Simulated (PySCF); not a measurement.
**Levels of Sn²¹⁺ from EOM-EA-GCCSD**

Reference: closed-shell Sn²²⁺, [Ar] 3d10; one electron is added. Calculated with PySCF 2.14, two-component X2C-1e with screened spin-orbit coupling, an uncontracted even-tempered set (19 s from 0.9 bohr⁻², ratio 2.6; 15 p from 1.2 bohr⁻², ratio 2.6; 10 d from 1.2 bohr⁻², ratio 2.6; 6 f from 1.2 bohr⁻², ratio 2.8); frozen [Ar]; the 100 highest virtual spinors dropped; of the others 70 kept and the rest restored at second order. No Breit or QED terms. Binding energies in eV.

```csv
level,Koopmans,second order,EOM-CCSD
4s1/2,640.96,642.20,642.15
4p1/2,596.04,597.22,597.17
4p3/2,584.08,585.19,585.15
```

Electric-dipole lines between these computed levels:

| lower | upper | ΔE (eV) | vacuum wavelength (nm) |
| --- | --- | --- | --- |
| 4s1/2 | 4p1/2 | 44.975 | 27.57 |
| 4s1/2 | 4p3/2 | 57.000 | 21.75 |

For comparison, the ionisation energy of Sn²¹⁺ is 642.35 ± 0.22 eV (semi-empirical (NIST evaluation); NIST Atomic Spectra Database, ionization energies).
